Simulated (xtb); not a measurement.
C2H6N (SMILES [CH2]CN), doublet, from a rough starting geometry; xtb with GFN2-xTB.

The xtb input:
```
$ xtb mol.xyz --gfn 2 --uhf 1 --opt vtight --json

# file mol.xyz
9

C      1.28432986    -0.31991041    -0.02047490
C      0.01940097     0.71758733     0.03078927
N     -1.27722882     0.02821918     0.02756135
H      1.29323102    -0.88234495     0.89203504
H      1.27443762    -0.89031603    -0.89652140
H      0.12929861     1.33129071    -0.92909961
H      0.06948447     1.32216027     0.84450906
H     -1.29512830    -0.64800615     0.84180912
H     -1.33185844    -0.61650667    -0.82260042
```

Write the output that xtb gives for this input, abridged.


```
   ID    Z sym.   atoms
    1    6 C      1, 2
    2    7 N      3
    3    1 H      4-9

           -------------------------------------------------
          |                Calculation Setup                |
           -------------------------------------------------

           -------------------------------------------------
          |                 G F N 2 - x T B                 |
           -------------------------------------------------

          ...................................................
          :                      SETUP                      :
          :.................................................:
          :  # basis functions                  18          :
          :  # atomic orbitals                  18          :
          :  # shells                           12          :
          :  # electrons                        19          :
          :  max. iterations                   250          :
          :  Hamiltonian                  GFN2-xTB          :
          :  restarted?                      false          :
          :  GBSA solvation                  false          :
          :  PC potential                    false          :
          :  electronic temp.          300.0000000     K    :
          :  accuracy                    1.0000000          :
          :  -> integral cutoff          0.2500000E+02      :
          :  -> integral neglect         0.1000000E-07      :
          :  -> SCF convergence          0.1000000E-05 Eh   :
          :  -> wf. convergence          0.1000000E-03 e    :
          :  Broyden damping             0.4000000          :
          :  net charge                          0          :
          :  unpaired electrons                  1          :
          ...................................................

 iter      E             dE          RMSdq      gap      omega  full diag
   1    -10.2173111 -0.102173E+02  0.335E+00    9.09       0.0  T
   2    -10.2441500 -0.268388E-01  0.249E+00    8.55       1.0  T
   3    -10.2536410 -0.949106E-02  0.138E+00    9.14       1.0  T
   4    -10.2538905 -0.249473E-03  0.348E-01    9.06       1.0  T
   5    -10.2540286 -0.138082E-03  0.992E-02    9.06       1.0  T
   6    -10.2540434 -0.148170E-04  0.482E-02    9.04       1.0  T
   7    -10.2540411  0.227945E-05  0.257E-02    9.06       1.3  T
   8    -10.2540464 -0.530257E-05  0.329E-03    9.05      10.1  T
   9    -10.2540464 -0.276549E-07  0.521E-04    9.05      63.9  T
  10    -10.2540464 -0.191863E-09  0.140E-04    9.05     237.7  T

   *** convergence criteria satisfied after 10 iterations ***

         :::::::::::::::::::::::::::::::::::::::::::::::::::::
         ::                     SUMMARY                     ::
         :::::::::::::::::::::::::::::::::::::::::::::::::::::
         :: total energy             -10.130134511976 Eh    ::
         :: gradient norm              0.153968899473 Eh/a0 ::
         :: HOMO-LUMO gap              9.050191473984 eV    ::
         ::.................................................::
         :: SCC energy               -10.254045684552 Eh    ::
         :: -> isotropic ES            0.009729594791 Eh    ::
         :: -> anisotropic ES          0.004122150534 Eh    ::
         :: -> anisotropic XC          0.009839860672 Eh    ::
         :: -> dispersion             -0.003099699359 Eh    ::
         :: repulsion energy           0.123911172576 Eh    ::
         :: add. restraining           0.000000000000 Eh    ::
         :: total charge               0.000000000000 e     ::
         :::::::::::::::::::::::::::::::::::::::::::::::::::::

      -----------------------------------------------------------
     |                   =====================                   |
     |                        A N C O P T                        |
     |                   =====================                   |
     |               Approximate Normal Coordinate               |
[...]
 * total energy  :   -10.1506010 Eh     change       -0.2046648E-01 Eh
 * total energy  :   -10.1530611 Eh     change       -0.2460132E-02 Eh
 * total energy  :   -10.1540326 Eh     change       -0.9714617E-03 Eh
 * total energy  :   -10.1542196 Eh     change       -0.1870172E-03 Eh
 * total energy  :   -10.1544102 Eh     change       -0.1906483E-03 Eh
 * total energy  :   -10.1544534 Eh     change       -0.4316883E-04 Eh
 * total energy  :   -10.1544699 Eh     change       -0.1646411E-04 Eh
 * total energy  :   -10.1544755 Eh     change       -0.5589243E-05 Eh
 * total energy  :   -10.1544760 Eh     change       -0.5441797E-06 Eh
 * total energy  :   -10.1544770 Eh     change       -0.9775689E-06 Eh
 * total energy  :   -10.1544772 Eh     change       -0.1671114E-06 Eh
 * total energy  :   -10.1544772 Eh     change       -0.9151262E-07 Eh
   *** GEOMETRY OPTIMIZATION CONVERGED AFTER 13 ITERATIONS ***
         :: total energy             -10.154477249457 Eh    ::
[...]
         3        2.0000           -0.5623880             -15.3034
         4        2.0000           -0.5336163             -14.5204
         5        2.0000           -0.4996696             -13.5967
         6        2.0000           -0.4810203             -13.0892
         7        2.0000           -0.4796237             -13.0512
         8        2.0000           -0.4335716             -11.7981
         9        2.0000           -0.3838529             -10.4452
        10        1.0000           -0.3148296              -8.5670 (HOMO)
        11                          0.0497301               1.3532 (LUMO)
        12                          0.1249181               3.3992
        13                          0.1404585               3.8221
        14                          0.1449173               3.9434
        15                          0.1876624               5.1066
        16                          0.2242291               6.1016
        17                          0.2787885               7.5862
        18                          0.3567917               9.7088
      -------------------------------------------------------------
                  HL-Gap            0.3645597 Eh            9.9202 eV
             Fermi-level           -0.2409455 Eh           -6.5565 eV

     #   Z          covCN         q      C6AA      α(0)
     1   6 C        2.834    -0.125    31.176     9.150
     2   6 C        3.732     0.022    20.296     6.430
     3   7 N        2.629    -0.325    28.364     7.910
     4   1 H        0.926     0.028     2.617     2.530
     5   1 H        0.926     0.028     2.619     2.531
     6   1 H        0.924     0.043     2.414     2.430
     7   1 H        0.924     0.042     2.416     2.431
     8   1 H        0.860     0.144     1.444     1.883
     9   1 H        0.860     0.144     1.444     1.882

 Mol. C6AA /au·bohr⁶  :        581.999342
 Mol. C8AA /au·bohr⁸  :      11993.885801
 Mol. α(0) /au        :         37.176084

Wiberg/Mayer (AO) data.
largest (>0.10) Wiberg bond orders for each atom

 ---------------------------------------------------------------------------
     #   Z sym  total        # sym  WBO       # sym  WBO       # sym  WBO
 ---------------------------------------------------------------------------
     1   6 C    3.225 --     2 C    1.074     4 H    0.986     5 H    0.986
                             3 N    0.165
     2   6 C    3.981 --     1 C    1.074     7 H    0.970     6 H    0.969
                             3 N    0.965
     3   7 N    3.071 --     8 H    0.967     9 H    0.967     2 C    0.965
                             1 C    0.165
     4   1 H    0.999 --     1 C    0.986
     5   1 H    0.999 --     1 C    0.986
     6   1 H    0.998 --     2 C    0.969
     7   1 H    0.998 --     2 C    0.970
     8   1 H    0.979 --     3 N    0.967
     9   1 H    0.979 --     3 N    0.967
 ---------------------------------------------------------------------------

Topologies differ in total number of bonds
Writing topology from bond orders to xtbtopo.mol

molecular dipole:
                 x           y           z       tot (Debye)
 q only:       -0.064      -0.092       0.000
   full:        0.062      -0.450       0.001       1.156
molecular quadrupole (traceless):
                xx          xy          yy          xz          yz          zz
 q only:       -1.150       1.235       0.473       0.013      -0.006       0.677
  q+dip:       -3.677       1.606       0.948       0.057       0.011       2.729
   full:       -3.145       2.170       0.902       0.040       0.000       2.243

optimized geometry written to: xtbopt.xyz

           -------------------------------------------------
          | TOTAL ENERGY              -10.154477249457 Eh   |
          | GRADIENT NORM               0.000113114489 Eh/α |
          | HOMO-LUMO GAP               9.920174203342 eV   |
           -------------------------------------------------

normal termination of xtb
```
